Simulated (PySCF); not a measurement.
# Dipole moment and polarisability of cis-Hf(H2O)2Cl4

Species: cis-Hf(H2O)2Cl4 (singlet state).
Geometry (PBE0-D3(BJ)/def2-SVP, Å), atoms numbered from 1 in this order:
```xyz
11
Cl4H4HfO2 angstrom
Hf    -0.590   -0.126   -0.590
O     -0.435    0.110    1.709
H     -0.595   -0.678    2.246
H     -0.837    0.880    2.133
Cl    -0.336   -0.365   -2.923
O      1.710    0.143   -0.449
H      2.078    0.963   -0.805
H      2.277   -0.599   -0.698
Cl    -2.923   -0.357   -0.338
Cl    -0.367    2.266   -0.361
Cl     0.117   -2.322    0.107
```

Level: CAM-B3LYP/def2-SVPD (PySCF), static field, nuclei fixed, core orbitals frozen in the response. The polarisability tensor in these axes (au):

```
x   108.86  -1.34  -3.85
y    -1.34 117.70  -1.10
z    -3.85  -1.10 108.81
```

**Question.** What are the eigenvalues, a third of the trace, and Δα (Δα² = ½Σ(αi − αj)² over the three pairs)?

**Answer.** Principal values 104.76, 112.68 and 117.94 au; mean 111.79 au = 16.57 Å³ = 18.43 × 10⁻⁴⁰ C²·m²/J; Δα = 11.49 au (10 % of the mean).

**Question.** What is the dipole moment, and where does it point?

**Answer.** (4.19, 0.88, 4.18) D, 5.98 D in size, pointing from the negative to the positive side. Measured along this direction, the outermost atoms are Cl9 and Cl5 at the negative end and H3, H7, H4 and H8 at the positive end.

**Question.** What would n − 1 = 2πNα be for an ideal gas of these molecules at 298.15 K and 1 atm, electronic part alone?

**Answer.** N = p/kT = 2.4615 × 10¹⁹ cm⁻³, so n − 1 = 2π × N × 16.57 × 10⁻²⁴ cm³ = 2562 × 10⁻⁶ at long wavelengths.

**Question.** Rayleigh depolarisation ratio (linearly polarised light, static tensor)?

**Answer.** ρ = 3Δα²/(45ᾱ² + 4Δα²) = 396.4/(562386 + 528.5) = 0.000704.

**Question.** Orientational against electronic polarisability at 298 K (dilute gas, rigid molecules)?

**Answer.** In Gaussian units μ²/3kT = 290.00 Å³ against 16.57 Å³, a ratio of 17.51; the Debye molar polarisation (4π/3)N_A(α + μ²/3kT) is 773.3 cm³/mol, leaving out the vibrational part.

**Question.** Directions of the eigenvectors, and the extent of the frame along each?

**Answer.** Largest value along (-0.12, 0.99, -0.07), where the nuclei span 4.64 Å; middle along (-0.70, -0.03, 0.71), 4.15 Å; least along (0.70, 0.13, 0.70), 3.40 Å. The response follows the extents in order.

Isolated species at its PBE0-D3(BJ)/def2-SVP geometry, gas phase. Atoms past krypton carry effective core potentials; spin–orbit coupling is left out.
